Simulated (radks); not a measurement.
Values are calculated unless marked as measured or tabulated.
Spherical quantum dot in the effective-mass picture: electrons in a well V = -V0 / (1 + exp((r - R)/a)) with V0 = 35.1, R = 1.4, a = 0.17, all in effective atomic units (hartree* = m*/eps^2 hartree, bohr* = eps/m* bohr), one dielectric constant everywhere. Level of theory: non-relativistic Kohn-Sham, r2SCAN, spin-polarised, spherical densities, generalised Kohn-Sham scheme (a radial shooting solver with Libxc functionals). Levels are named by radial order and angular momentum (1s, 1p, 1d, 2s, ...), and open shells are averaged over m.

N = 18, configuration 1s2 1p6 1d10. This is the lowest configuration that the search found. Occupied and some empty levels:

level  occupation  eigenvalue (hartree*)  <r> (bohr*)
1s              2                -13.739       0.7690
1p              6                -11.509       0.8855
1d             10                -8.5189       0.9723
2s              0                -6.5264       0.7835
1f              0                -4.9509        1.045
2p              0                -2.5589       0.9117

Energy (hartree*): total -333.843, kinetic 91.229, external -565.35, Hartree 159.07, exchange-correlation -18.788.

Electron density:

r (bohr*)  n(r) (e/bohr*^3)
0.134                0.7733
0.277                 1.105
0.421                 1.717
0.565                 2.494
0.708                 3.081
0.852                 3.061
0.995                 2.311
1.14                  1.252
1.28                 0.4678
1.43                 0.1233
1.57                0.02440
1.71               0.004158
1.86              0.0006520
